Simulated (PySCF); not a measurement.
# One molecule, several mistakes: BClH3NSi

All numbers below are calculated, not measured. The program is PySCF 2.14.0, an open-source quantum chemistry code, run on an isolated molecule that a program drew, which may never have been made. The molecule is BClH3NSi (charge 0, singlet), drawn as the SMILES string `B[Si](=N)Cl`.

Each row is a Hartree-Fock (HF) and frozen-core CCSD(T) single point in the cc-pV(D+d)Z basis, meant for a local HF minimum. Run 1 is clean. Each other run has one planted mistake out of seven kinds, and not every kind appears here: one electron removed, one electron added, multiplicity raised by two, geometry at a saddle point, minimal basis STO-3G, one bond length entered in bohr, all coordinates scaled. The reference is restricted for singlets and unrestricted otherwise, and also for a bond in bohr. Adding or removing an electron swaps singlet and doublet. Electrons count all cores. HOMO and LUMO are orbital energies over both spins, the gradient is its largest component, and the lowest frequency (negative if imaginary) is given only where the gradient is small. Bond lengths are over the 6 bonds as drawn. T1 is the CCSD diagnostic: over 0.02 (restricted) or 0.045 (unrestricted) a single reference is doubtful.

Geometry of the clean run:
```xyz
7
BClH3NSi, angstrom
B    -0.5794    0.7201   -0.2470
Si   -0.7302    1.0919    1.7327
N    -0.4648    2.3164    2.6653
Cl   -1.4046   -0.6504    2.5785
H     0.4394    0.2957   -0.7064
H    -1.5133    0.9076   -0.9693
H    -0.1356    3.2169    2.3741
```

| run | electrons | basis functions | <S^2> | HOMO (eV) | LUMO (eV) | gradient (hartree/bohr) | lowest frequency (cm^-1) | mean bond (Å) | longest bond (Å) | T1 | HF (hartree) | CCSD(T) (hartree) | mistake |
|---|---|---|---|---|---|---|---|---|---|---|---|---|---|
| 1 | 46 | 89 | 0.000 | -10.28 | 0.61 | 2.7e-05 | 138 | 1.5043 | 2.051 | 0.0187 | -829.30869 | -829.84219 | no fault |
| 2 | 47 | 89 | 0.762 | -1.47 | 7.73 | 6.6e-02 | - | 1.5043 | 2.051 | 0.0151 | -829.32243 | -829.86870 | one electron added |
| 3 | 46 | 89 | 1.095 | -9.11 | -0.93 | 1.6e-02 | - | 1.8084 | 3.875 | 0.0400 | -829.18793 | -829.69855 | one bond length entered in bohr |
| 4 | 46 | 89 | 0.000 | -10.46 | 0.74 | 4.5e-02 | - | 1.4501 | 1.977 | 0.0178 | -829.29787 | -829.82547 | ? |
| 5 | 46 | 31 | 0.000 | -7.60 | 4.94 | 3.6e-02 | - | 1.5043 | 2.051 | 0.0184 | -819.97935 | -820.16421 | ? |

**Which mistake was planted in run 4, and what did it cost?**

The mean and the longest bond both change by the same factor, 0.964, and the gradient is no longer small. So the mistake is: all coordinates scaled. Subtracting run 1 and multiplying by 627.51 kcal/mol a hartree, the energy moved by 6.8 kcal/mol in HF and 10.5 kcal/mol in CCSD(T).

**Which mistake was planted in run 5, and what did it cost?**

It has 31 basis functions where the clean run has 89, with the same electrons and geometry. So the mistake is: minimal basis STO-3G. Subtracting run 1 and multiplying by 627.51 kcal/mol a hartree, the energy moved by 5854.2 kcal/mol in HF and 6073.0 kcal/mol in CCSD(T).

